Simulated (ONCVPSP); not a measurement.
# An all-electron radial function and its pseudo partner (Ni)

Columns: radius, all-electron u(r) and pseudo u(r) of the 3p shell (level -72.44 eV) of nickel in the configuration [Ne] 3s2 3p6 3d8 4s1.5 4p0.5; PBE, scalar-relativistic, ONCV scheme, ONCVPSP 4.0.1.

```tsv
r (bohr)	all-electron	pseudo
0.072	-0.4659	0.0423
0.145	-0.6290	0.1643
0.217	-0.3397	0.3433
0.290	0.1197	0.5559
0.362	0.5479	0.7661
0.435	0.8780	0.9523
0.507	1.0873	1.0903
0.580	1.1949	1.1740
0.652	1.2221	1.2015
0.725	1.1937	1.1811
0.798	1.1295	1.1241
0.870	1.0458	1.0442
0.942	0.9525	0.9524
1.015	0.8556	0.8556
1.088	0.7611	0.7610
1.160	0.6730	0.6728
1.232	0.5916	0.5914
1.305	0.5165	0.5164
1.378	0.4491	0.4490
1.450	0.3900	0.3900
1.522	0.3378	0.3377
1.595	0.2913	0.2912
1.668	0.2507	0.2506
1.740	0.2158	0.2158
1.812	0.1856	0.1855
1.885	0.1590	0.1590
```

**Question.** How many radial nodes do the two functions have?

**Answer.** The all-electron 3p function has n − l − 1 = 1; the pseudo-wave has 0, since the states of the same l below it are removed with the core.

**Question.** At about which radius was the pseudo-wave matched?

**Answer.** 1.25 bohr. The columns agree to 0.0005 from 0.94 bohr on; several derivatives are matched, so the curves merge somewhat inside the radius.

**Question.** Where does each function peak?

**Answer.** Outermost all-electron maximum near 0.65 bohr, pseudo maximum near 0.65 bohr (to the table’s step).

**Question.** Is the pseudo-wave norm-conserving?

**Answer.** Yes: the ONCV scheme keeps the norm inside the radius equal to the all-electron one, which fixes the energy derivative of the logarithmic derivative at the level.
